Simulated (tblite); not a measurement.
C7H11ClSi.
SMILES with atom numbers: `[CH:1]#[C:2][C@@H:3]1[CH2:4][SiH2:5][CH2:6][CH2:7][C@H:8]1[Cl:9]` (hydrogens: H10 on C1; H11 on C3; H12, H13 on C4; H14, H15 on Si5; H16, H17 on C6; H18, H19 on C7; H20 on C8)

Computed with GFN2-xTB (tblite), gas phase: L-BFGS steps from a force-field or distance-geometry start until the largest atomic force falls under 0.01 eV/Å.

Step 10: E = -729.6013 eV
```
atom  x, y, z in Å  |  force x, y, z in eV/Å
C1      2.5901   -0.2379    1.6003   -0.055   0.008  -0.028
C2      1.9015   -0.2585    0.6215    0.045   0.003   0.050
C3      1.1407   -0.2942   -0.6137   -0.002   0.002  -0.023
C4      0.6398    1.1052   -0.9927   -0.023  -0.011   0.007
Si5    -0.8004    1.7030    0.0959    0.020  -0.029  -0.012
C6     -1.8960    0.1586    0.2579    0.021   0.038  -0.008
C7     -1.0612   -1.0942    0.5139   -0.019   0.005   0.003
C8      0.0463   -1.3640   -0.4972    0.013   0.037   0.019
Cl9    -0.6666   -1.6412   -2.1241   -0.014   0.038   0.051
H10     3.1838   -0.2130    2.4638   -0.006   0.008   0.044
H11     1.8283   -0.6341   -1.4020    0.037  -0.004   0.013
H12     0.3200    1.0729   -2.0359   -0.002   0.030   0.018
H13     1.4866    1.7919   -0.9363   -0.037  -0.016  -0.055
H14    -0.3214    2.1492    1.4114    0.004  -0.043  -0.029
H15    -1.5257    2.7841   -0.5805    0.016  -0.002   0.018
H16    -2.6090    0.2688    1.0766    0.000  -0.020  -0.050
H17    -2.4833    0.0164   -0.6512    0.035  -0.001   0.012
H18    -0.5917   -1.0282    1.4995    0.023   0.011  -0.019
H19    -1.7205   -1.9662    0.5117   -0.008  -0.052   0.085
H20     0.5335   -2.3081   -0.2222   -0.047  -0.004  -0.096
```

Step 11: E = -729.6027 eV
```
atom  x, y, z in Å  |  force x, y, z in eV/Å
C1      2.5881   -0.2371    1.6028   -0.064   0.008  -0.050
C2      1.9000   -0.2567    0.6234    0.060  -0.002   0.044
C3      1.1422   -0.2940   -0.6137   -0.043   0.006  -0.039
C4      0.6398    1.1053   -0.9945   -0.009  -0.025   0.012
Si5    -0.7995    1.7027    0.0964    0.033  -0.060  -0.018
C6     -1.8958    0.1590    0.2582    0.004   0.005   0.005
C7     -1.0615   -1.0939    0.5147    0.008  -0.004   0.003
C8      0.0462   -1.3625   -0.4969   -0.008   0.019  -0.022
Cl9    -0.6711   -1.6360   -2.1269    0.017   0.042   0.107
H10     3.1831   -0.2128    2.4652   -0.007   0.010   0.052
H11     1.8300   -0.6359   -1.4019    0.027   0.008   0.034
H12     0.3184    1.0737   -2.0377    0.003   0.018   0.031
H13     1.4880    1.7902   -0.9399   -0.042  -0.002  -0.052
H14    -0.3207    2.1471    1.4111    0.013  -0.036  -0.009
H15    -1.5235    2.7829   -0.5786   -0.003   0.025   0.001
H16    -2.6120    0.2661    1.0750    0.015  -0.006  -0.055
H17    -2.4807    0.0150   -0.6517    0.025   0.006  -0.005
H18    -0.5907   -1.0261    1.4991    0.033   0.015  -0.003
H19    -1.7181   -1.9686    0.5173   -0.008  -0.026   0.066
H20     0.5327   -2.3078   -0.2245   -0.055   0.000  -0.103
```

Step 12: E = -729.6045 eV
```
atom  x, y, z in Å  |  force x, y, z in eV/Å
C1      2.5848   -0.2357    1.6062   -0.048   0.008  -0.041
C2      1.8983   -0.2545    0.6257    0.054  -0.007   0.011
C3      1.1435   -0.2936   -0.6141   -0.066   0.003  -0.032
C4      0.6397    1.1049   -0.9968    0.012  -0.035   0.010
Si5    -0.7977    1.7014    0.0967    0.032  -0.071  -0.019
C6     -1.8954    0.1594    0.2584   -0.012  -0.046   0.012
C7     -1.0618   -1.0936    0.5160    0.039  -0.017   0.011
C8      0.0456   -1.3601   -0.4969   -0.033  -0.010  -0.060
Cl9    -0.6766   -1.6281   -2.1284    0.037   0.044   0.135
H10     3.1818   -0.2124    2.4676   -0.020   0.011   0.045
H11     1.8326   -0.6382   -1.4009    0.012   0.021   0.053
H12     0.3165    1.0752   -2.0394    0.001  -0.002   0.031
H13     1.4891    1.7877   -0.9458   -0.037   0.022  -0.039
H14    -0.3195    2.1436    1.4106    0.026  -0.028   0.016
H15    -1.5206    2.7816   -0.5760   -0.018   0.047  -0.013
H16    -2.6158    0.2623    1.0719    0.023   0.016  -0.046
H17    -2.4768    0.0132   -0.6524    0.009   0.013  -0.033
H18    -0.5886   -1.0229    1.4985    0.045   0.020   0.018
H19    -1.7149   -1.9721    0.5258   -0.001   0.016   0.038
H20     0.5307   -2.3074   -0.2297   -0.054  -0.003  -0.098
```

Step 13: E = -729.6067 eV
```
atom  x, y, z in Å  |  force x, y, z in eV/Å
C1      2.5802   -0.2339    1.6102   -0.016   0.007  -0.011
C2      1.8965   -0.2519    0.6279    0.029  -0.014  -0.034
C3      1.1443   -0.2931   -0.6148   -0.060  -0.005  -0.004
C4      0.6397    1.1038   -0.9994    0.029  -0.031   0.004
Si5    -0.7950    1.6986    0.0967    0.012  -0.054  -0.014
C6     -1.8949    0.1589    0.2586   -0.020  -0.090   0.006
C7     -1.0615   -1.0935    0.5179    0.063  -0.028   0.026
C8      0.0443   -1.3572   -0.4978   -0.048  -0.038  -0.071
Cl9    -0.6828   -1.6174   -2.1278    0.034   0.039   0.117
H10     3.1794   -0.2116    2.4712   -0.044   0.013   0.023
H11     1.8361   -0.6406   -1.3987   -0.005   0.031   0.060
H12     0.3142    1.0768   -2.0410   -0.007  -0.028   0.018
H13     1.4899    1.7850   -0.9539   -0.023   0.048  -0.018
H14    -0.3175    2.1387    1.4103    0.037  -0.023   0.037
H15    -1.5172    2.7807   -0.5730   -0.023   0.051  -0.019
H16    -2.6203    0.2579    1.0674    0.024   0.040  -0.023
H17    -2.4717    0.0112   -0.6540   -0.007   0.015  -0.060
H18    -0.5851   -1.0185    1.4981    0.057   0.024   0.037
H19    -1.7110   -1.9761    0.5370    0.009   0.059   0.006
H20     0.5271   -2.3070   -0.2380   -0.041  -0.017  -0.080
```

Question: Estimate the geometry and energy of step 14. (The exact step hangs on the optimiser's Hessian estimate; all steps are aligned on step 13, rigid shifts and turns removed.)

Answer: E = -729.6090 eV, largest force 0.100 eV/Å
```
atom  x, y, z in Å  |  force x, y, z in eV/Å
C1      2.5749   -0.2317    1.6145    0.015   0.006   0.018
C2      1.8951   -0.2493    0.6296   -0.002  -0.021  -0.065
C3      1.1443   -0.2929   -0.6153   -0.028  -0.014   0.032
C4      0.6402    1.1022   -1.0023    0.030  -0.011  -0.003
Si5    -0.7920    1.6947    0.0966   -0.021  -0.013  -0.001
C6     -1.8945    0.1568    0.2585   -0.015  -0.098  -0.013
C7     -1.0601   -1.0939    0.5206    0.069  -0.026   0.040
C8      0.0421   -1.3546   -0.4998   -0.038  -0.053  -0.043
Cl9    -0.6891   -1.6049   -2.1250    0.007   0.030   0.051
H10     3.1759   -0.2105    2.4754   -0.069   0.015  -0.004
H11     1.8399   -0.6427   -1.3952   -0.019   0.033   0.051
H12     0.3115    1.0780   -2.0424   -0.015  -0.056  -0.001
H13     1.4902    1.7829   -0.9631   -0.007   0.067   0.007
H14    -0.3146    2.1327    1.4105    0.042  -0.023   0.042
H15    -1.5138    2.7805   -0.5698   -0.016   0.035  -0.013
H16    -2.6248    0.2539    1.0620    0.019   0.056   0.003
H17    -2.4662    0.0091   -0.6568   -0.016   0.008  -0.073
H18    -0.5799   -1.0132    1.4982    0.066   0.025   0.047
H19    -1.7064   -1.9795    0.5494    0.017   0.082  -0.021
H20     0.5223   -2.3068   -0.2488   -0.018  -0.040  -0.053
```

The energy changes by -0.0023 eV. The first-order estimate −F·Δx gives -0.0032 eV and the mean of the old and new forces, exact on a quadratic surface, -0.0023 eV. The step makes an angle of 71° with the force vector and moves no atom by more than 0.014 Å.

What follows is the cost of the whole relaxation. Hardware: one thread of an Arm Neoverse N1 (shared host). Cost: 1.1 s.
